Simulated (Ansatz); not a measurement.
`C#C[SiH](Cl)OC` + H–F → `C#C[SiH](F)Cl` + CH₃OH at 700 K and 1 bar (ligand exchange at the Si–O bond).

Program: Ansatz. Geometries: PBE0-D4/def2-TZVP. ΔE: electronic, gas phase. CBS: MP2 limit from def2 TZ/QZ plus the TZ coupled-cluster correction, frozen cores. This one scheme is used for every species. Each species was taken in one conformer, which may not be the lowest.

```csv
species,CCSD(T)/CBS energy (Eh),H − E (kJ/mol),S (J/(mol·K))
`C#C[SiH](Cl)OC`,-941.23261,277.5,506.4
H–F,-100.39570,45.2,198.5
`C#C[SiH](F)Cl`,-926.02177,150.0,424.1
CH₃OH,-115.61712,170.8,288.5
```

H − E and S are ideal-gas, rigid-rotor, harmonic terms from PBE0-D4/def2-TZVP, for one conformer and one mirror image of each species. 1 Eh = 2625.50 kJ/mol, R = 8.31446 J/(mol·K).

Question: By hand: ΔE, ΔH, ΔS and ΔG.

Answer: ΔE = (-926.02177) + (-115.61712) − (-941.23261) − (-100.39570) = -0.01058 Eh = -27.8 kJ/mol. Δ(H − E) = 150.0 + 170.8 − 277.5 − 45.2 = -1.9, so ΔH = -29.7 kJ/mol. ΔS = 424.1 + 288.5 − 506.4 − 198.5 = 7.7 J/(mol·K). ΔG = -29.7 − 700 × (7.7)/1000 = -35.1 kJ/mol.

Question: By hand: the equilibrium constant, and the temperature at which ΔG would vanish if ΔH and ΔS stayed fixed.

Answer: log₁₀ K = −ΔG/(RT ln 10) = 2.6. ΔH and −TΔS have one sign here, so there is no such temperature.

The number of gas molecules stays the same, so ΔS is small and ΔH decides. A doubt of 5 kJ/mol in ΔE shifts log₁₀ K by 0.4 here. Other conformers and mirror images would add mixing entropy, several J/(mol·K) or more a flexible species. These are equilibria of isolated gas molecules and say nothing of rates. Largest T1 diagnostic: 0.012 (customary marks: 0.02 for closed shells, 0.045 for open ones).

ΔS is within the doubt of such terms, so its sign, and with it that verdict, could turn.
